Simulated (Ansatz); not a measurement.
Consider the ligand exchange at the Si–C bond: `F[CH]([SiH3])[AlH][SiH3]` + `CC[SiH2]O` → `CC[SiH2]O[SiH3]` + `F[CH2][AlH][SiH3]`.

Calculated with Ansatz (gas phase, PBE0-D4/def2-TZVP geometries, no zero-point term in ΔE). CBS: MP2 limit from def2 TZ/QZ plus the TZ coupled-cluster correction, frozen cores. DFT in def2-TZVPP. B3LYP here is the variant with VWN-RPA as its local correlation; programs differ in this. One conformer a species, not always the lowest.

`F[CH]([SiH3])[AlH][SiH3]`:

Cartesian coordinates in Å:
```
F -0.785 -0.280 -2.691
C -0.233 -0.481 -1.410
Si -1.535 -1.248 -0.274
Al 0.531 1.184 -0.657
Si 1.513 0.997 1.587
H 0.573 -1.225 -1.507
H -2.141 -2.467 -0.869
H -0.854 -1.592 1.005
H -2.614 -0.264 0.014
H 0.419 2.535 -1.478
H 2.542 2.038 1.867
H 2.144 -0.338 1.798
H 0.439 1.140 2.614
```

`CC[SiH2]O`:

```xyz
12

C     0.439   -0.491   -1.355
C     0.832    0.348   -0.143
Si   -0.555    0.585    1.086
O    -1.109   -0.850    1.692
H    -0.402   -0.047   -1.894
H     0.144   -1.502   -1.059
H     1.264   -0.593   -2.064
H     1.682   -0.106    0.379
H     1.167    1.344   -0.458
H    -1.672    1.313    0.412
H    -0.087    1.361    2.261
H    -1.702   -1.363    1.143
```

`CC[SiH2]O[SiH3]`:

Z-matrix (Å, degrees):
```
C
C 1 1.526
H 1 1.093 2 111.4
H 1 1.093 2 111.6 3 120.1
H 1 1.093 2 111.4 3 -119.7
Si 2 1.866 1 113.9 3 60.7
H 2 1.096 1 110.5 3 -61.7
H 2 1.097 1 110.6 3 -178.4
O 6 1.641 2 110.9 1 -57.8
H 6 1.490 2 110.1 1 -178.8
H 6 1.487 2 110.4 1 60.5
Si 9 1.631 6 146.0 2 -56.7
H 12 1.483 9 108.5 6 178.1
H 12 1.488 9 110.3 6 58.3
H 12 1.487 9 110.5 6 -61.8
```

`F[CH2][AlH][SiH3]`:

Cartesian coordinates in Å:
```
F -1.793 0.661 -1.139
C -1.857 -0.345 -0.167
Al -0.079 -0.679 0.647
Si 1.840 0.639 -0.126
H -2.601 -0.038 0.581
H -2.267 -1.244 -0.645
H -0.006 -1.803 1.771
H 3.106 0.282 0.575
H 2.060 0.434 -1.587
H 1.597 2.093 0.089
```

CCSD(T)/CBS gives -113.3 kJ/mol.

Problem. Another level gave -103.0 kJ/mol. Which?
A. r2SCAN-D4/def2-TZVPP
B. ωB97X-V/def2-TZVPP
C. PBE0-D4/def2-TZVPP
D. B3LYP/def2-TZVPP

Solution. C. PBE0-D4 -103.0, ωB97X-V -112.4, r2SCAN-D4 -107.6, B3LYP -117.3 kJ/mol.

Largest T1 diagnostic among the species: 0.013.

In def2-TZVPP, CCSD(T) changes the Hartree–Fock value by +29.6 kJ/mol (the triples alone add +4.9 kJ/mol) and MP2 by +26.9 kJ/mol. From PBE to PBE0 (25 % exact exchange), in def2-TZVPP and without D4, ΔE moves by −8.8 kJ/mol.
